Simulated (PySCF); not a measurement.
A run for PySCF: R-HF/STO-3G on C4H9F (SMILES CCCCF).

```python
from pyscf import gto, scf, dft, mp
from pyscf.data.elements import chemcore

mol = gto.M(
    atom='''
    C    -1.57557006    0.55715388   -0.14701726
    C    -0.70753191   -0.47583851    0.57091400
    C     0.62326311   -0.77357645   -0.12651671
    C     1.55938448    0.41526282   -0.15597617
    F     2.78047312    0.04583124   -0.73137942
    H    -2.54210448    0.66640173    0.34759116
    H    -1.76301885    0.25842153   -1.18132608
    H    -1.10742352    1.54284198   -0.16733873
    H    -1.26408553   -1.41208419    0.65793373
    H    -0.51361209   -0.14384595    1.59615239
    H     0.44095147   -1.10547164   -1.15285383
    H     1.13305525   -1.59198479    0.38798665
    H     1.16381275    1.23955075   -0.75196368
    H     1.77240626    0.77733760    0.85379392
    ''',
    basis='sto-3g',
    charge=0, spin=0, verbose=3, max_memory=1800)
mf = scf.RHF(mol)
mf.conv_tol = 1e-8
mf.max_cycle = 100
mf.kernel()
if not mf.converged:
    mf = mf.newton().run(mf.mo_coeff, mf.mo_occ)
```

Predict the final total energy.

-252.9103 hartree.
